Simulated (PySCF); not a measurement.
# Broadened absorption spectrum of C5H12BN

C₅H₁₂BN.
Z-matrix (Å and degrees, PBE0-D3(BJ)/def2-SVP geometry), rows numbered from 1:
```
C 
C   1  1.3432
C   2  1.5039  1  121.06
B   2  1.5719  1  121.82  3  -174.02
N   4  1.3984  2  125.24  1   -54.30
C   5  1.4445  4  121.92  2   177.57
C   5  1.4444  4  125.10  2    -3.39
H   1  1.0949  2  121.88  3   178.21
H   1  1.0972  2  121.89  3    -0.02
H   3  1.1010  2  112.30  1     1.02
H   3  1.1030  2  110.71  1  -120.26
H   3  1.1033  2  111.19  1   122.12
H   4  1.2159  2  118.20  1   126.31
H   6  1.0968  5  110.09  4    -0.00
H   6  1.1052  5  111.16  4  -120.27
H   6  1.1052  5  111.13  4   120.39
H   7  1.1048  5  110.53  4  -124.63
H   7  1.0961  5  110.44  4    -4.25
H   7  1.1051  5  111.32  4   116.36
```

Theory: TDDFT wB97X-D/def2-SVPD, vertical, gas phase, core orbitals frozen in the response (PySCF).

Computed states:

| state | E (eV) | f |
| --- | --- | --- |
| S1 | 6.07 | 0.209 |
| S2 | 6.63 | 0.013 |
| S3 | 6.74 | 0.062 |
| S4 | 6.88 | 0.086 |
| S5 | 7.29 | 0.023 |
| S6 | 7.46 | 0.167 |
| S7 | 7.89 | 0.038 |
| S8 | 7.94 | 0.070 |
| S9 | 8.19 | 0.018 |
| S10 | 8.25 | 0.015 |

Broadening: Gaussians 0.4 eV wide at half height, area fixed by f = 4.319×10⁻⁹ ∫ε dν̃. The width is an assumption, not a result. The curve ends short of the highest state used, and states not computed would add to its high-energy end.

Task: Give the broadened spectrum and its maxima.

Result: 
(λ (nm), ε (L mol⁻¹ cm⁻¹)): (162.2, 8393), (165.0, 11805), (167.8, 11781), (170.6, 7921), (173.3, 5066), (176.1, 5558), (178.9, 8122), (181.7, 9713), (184.5, 8763), (187.3, 6129), (190.1, 3708), (192.9, 3018), (195.7, 4770), (198.5, 8533), (201.3, 12434), (204.1, 14113), (206.9, 12613), (209.7, 9031), (212.5, 5271), (215.3, 2549), (218.1, 1036), (220.9, 359), (223.7, 108), (226.5, 28)

Maxima: 204 nm (6.07 eV), ε about 14000, made up of S1 (100%); 182 nm (6.81 eV), ε about 9700, made up of S3 (39%) and S4 (55%); 166 nm (7.45 eV), ε about 12000, made up of S6 (90%) (ε in L mol⁻¹ cm⁻¹; maxima over ε = 5, shares over 10%).

Task: What would ε be at 6.07 eV, the highest of these maxima, with half the width (0.2 eV)?

Result: About 28200 L mol⁻¹ cm⁻¹ against 14100, a factor of about 2.00; a lone state at its own centre would give exactly 2.

Task: Does any computed singlet lie in the visible range?

Result: No computed singlet lies in the visible range (380 to 750 nm); the lowest, at 204 nm, stands 2.81 eV above its violet end (3.26 eV).

Task: Coming from long wavelengths, where does ε first pass 100 L mol⁻¹ cm⁻¹?

Result: At about 224 nm (5.54 eV), 0.53 eV below S1.

The vertical ionisation energy (ΔSCF) is 8.83 eV, 0.58 eV above S10.

On one thread, Arm Neoverse V2 (aarch64), on a shared host, this took 2.6 min of wall time (grids of density and orbitals included) and 1.2 GiB of memory at its peak.

One conformer stands for the species.
